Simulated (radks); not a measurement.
Values are calculated unless marked as measured or tabulated.
The ruthenium ion Ru25+, 19 electrons, occupied as [Ar] 3d1 (the NIST ground configuration). Level of theory: scalar-relativistic Kohn-Sham, exchange-only LDA, spin-polarised, spherical densities, point nucleus; open shells are filled with parallel spins first (spin-orbit coupling, left out, can overturn this in heavy ions) (a radial shooting solver on a logarithmic mesh with Libxc functionals).

Local quantities along the radius. ELF = 1/(1 + alpha^2) is the electron localisation function; alpha = (tau - tau_W)/tau_unif compares the Pauli kinetic energy density with that of the uniform gas (summed over spins); r v_xc is r times the local exchange-correlation potential of spin up (hartree bohr); -r V(r) is the screened charge that the Kohn-Sham potential of spin up presents (atomic units). tau is taken from the large components.

r (bohr)	ELF	alpha	r v_xc	-r V(r)
0.001142	0.999	0.02280	-0.04763	43.81
0.001452	0.999	0.02269	-0.05949	43.76
0.001845	0.999	0.02298	-0.07413	43.69
0.002346	0.999	0.02375	-0.09207	43.61
0.002982	0.999	0.02514	-0.1139	43.50
0.003791	0.999	0.02735	-0.1402	43.36
0.004819	0.999	0.03075	-0.1715	43.18
0.006127	0.999	0.03596	-0.2080	42.96
0.007851	0.998	0.04444	-0.2513	42.67
0.009981	0.997	0.05791	-0.2977	42.32
0.01269	0.993	0.08109	-0.3469	41.89
0.01613	0.985	0.1238	-0.3962	41.36
0.0205	0.958	0.2083	-0.4418	40.73
0.02607	0.871	0.3851	-0.4798	39.98
0.03314	0.645	0.7418	-0.5094	39.09
0.04212	0.386	1.261	-0.5386	38.08
0.05355	0.325	1.441	-0.5863	36.93
0.06808	0.489	1.022	-0.6656	35.67
0.08654	0.722	0.6204	-0.7586	34.31
0.11	0.816	0.4749	-0.8247	32.89
0.1399	0.717	0.6281	-0.8297	31.48
0.1778	0.292	1.558	-0.7877	30.11
0.226	0.189	2.073	-0.8024	28.84
0.2873	0.612	0.7954	-0.9097	27.73
0.3682	0.856	0.4093	-0.9631	26.77
0.4681	0.837	0.4411	-0.8612	26.11
0.595	0.596	0.8240	-0.6275	25.67
0.7564	0.124	2.653	-0.3575	25.36
0.9616	0.004	16.15	-0.1509	25.15
1.222	0.000	214.7	-0.04393	25.04

On this mesh the ELF has minima near r = 0.054, 0.20 bohr, which separate the shells, and maxima near 0.11 (0.82), 0.42 (0.87).
